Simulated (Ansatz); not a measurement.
A run on CH4GeO2S, SMILES `[OH][Ge]1([SH])[CH2][O]1` with other settings.

```yaml
crystal:
  periodic: [false, false, false]
  atoms:
    - {symbol: O, position_ang: [-0.945524, 1.044228, 1.553201]}
    - {symbol: Ge, position_ang: [-0.010540, 0.097502, 0.401397]}
    - {symbol: S, position_ang: [1.911441, -0.445158, 1.316826]}
    - {symbol: C, position_ang: [-0.614899, -0.248179, -1.349872]}
    - {symbol: O, position_ang: [-1.028393, -1.198259, -0.325627]}
    - {symbol: H, position_ang: [-0.380081, 1.562018, 2.132890]}
    - {symbol: H, position_ang: [2.527025, -0.550025, 0.127370]}
    - {symbol: H, position_ang: [0.056264, -0.655612, -2.105971]}
    - {symbol: H, position_ang: [-1.426694, 0.347284, -1.767313]}
basis:
  gaussian: {orbitals: def2-TZVPD}
hamiltonian: {xc: {name: HF}}
output: {forces: true}
```

```sh
$ ansatz run in.yaml --threads 4 --pin off --events-out ev --progress --plain --max-ram 10444MiB
```

Output, abridged:

```
Functional definition: HF
1758 factors; their error is unknown
mean field evaluation 1: about -72455.2791 eV, gradient 5.1e1 eV
mean field evaluation 2: about -72457.9614 eV, gradient 3.9e1 eV
mean field evaluation 4: about -72460.5156 eV, gradient 1.7e0 eV
mean field evaluation 8: about -72460.5250 eV, gradient 5.7e-2 eV
mean field evaluation 16: about -72461.6476 eV, gradient 6.7e-6 eV
mean field -72461.64756335 eV, -2662.9164316845 hartree, gradient 6.7e-6 eV, S^2 0.000000; 0 other end points of the search recorded, 0 dependent functions left out
reference -72461.64756335 eV, -2662.9164316845 hartree; 37, 37 occupied and 216, 216 virtual orbitals, 1758 factors
Total energy: -72461.64756335 eV, -2662.9164316845 hartree
Atom 0 at    -0.945524     1.044228     1.553201 Å, force     1.209241     0.258579     0.158366 eV/Å
Atom 1 at    -0.010540     0.097502     0.401397 Å, force    -0.991704    -0.373169     0.188749 eV/Å
Atom 2 at     1.911441    -0.445158     1.316826 Å, force     0.144841     0.049252    -0.479780 eV/Å
Atom 3 at    -0.614899    -0.248179    -1.349872 Å, force    -0.051815    -0.046537    -0.031701 eV/Å
Atom 4 at    -1.028393    -1.198259    -0.325627 Å, force     0.570632     0.812323    -0.155190 eV/Å
Atom 5 at    -0.380081     1.562018     2.132890 Å, force    -0.752605    -0.469252    -0.500883 eV/Å
Atom 6 at     2.527025    -0.550025     0.127370 Å, force    -0.082139    -0.019590     0.402523 eV/Å
Atom 7 at     0.056264    -0.655612    -2.105971 Å, force    -0.339141     0.098909     0.279599 eV/Å
Atom 8 at    -1.426694     0.347284    -1.767313 Å, force     0.292690    -0.310515     0.138316 eV/Å
Dipole moment:     0.617822     0.474498    -0.146019 e Å
```

Run time 5 s (4 threads of an Arm Neoverse V1 on a shared host); peak host memory 0.96 GiB.
